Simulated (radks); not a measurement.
Numerical settings for neutral magnesium, [Ne] 3s2. Method: non-relativistic Kohn-Sham, PBE, spin-polarised, spherical densities, point nucleus; computed with a radial shooting solver on a logarithmic mesh with Libxc functionals. The defaults (mesh step 0.008 in ln r, mesh end at 40 bohr or more with all orbitals vanishing there, Anderson mixing 0.5 over 9 steps, residual threshold near 1e-9 with the energy settled to 1e-9 hartree or 1e-11 of itself, here a cap of 70 iterations) give E = -199.9551 hartree and 3s at -4.699 eV in 15 iterations. Run on one thread of a shared host, so times are rough (Arm Neoverse N1): 0.14 s of CPU time, 0.14 s wall, 15 iterations on 2597 mesh points. Changes against that run (0 stands for a change within the tolerance of the run):

setting	iterations	converged	E (mhartree)	e(3s) (meV)	CPU (s)
mesh step in ln r 0.2	70	no	diverged	-	0.24
mesh step in ln r 0.012	15	yes	0	0	0.1
mesh step in ln r 0.05	15	yes	+0.000729	0	0.04
mesh end (bohr) 2	13	level above zero	+5.26e+03	+7.9e+04	0.09
mesh end (bohr) 3	13	level above zero	+1.14e+03	+2.06e+04	0.09
residual threshold 0.1	9	yes	0	+0.222	0.1
residual threshold 1e-16	70	no	0	0	0.44
mixing 1	11	yes	0	0	0.11
linear mixing, mixing 1	70	no	0	0	0.51
linear mixing, mixing 0.8	27	yes	0	0	0.21
mixing history 2	20	yes	0	0	0.16
iteration cap 8	8	no	0	+0.222	0.08

Settled on a wrong energy, with an occupied level pushed above zero by the early mesh end: mesh end (bohr) 2 (+5.26 hartree); mesh end (bohr) 3 (+1.14 hartree). Apart from these: no run marked as converged misses the energy by more than 1 mhartree. A mesh that ends early acts as a hard wall.
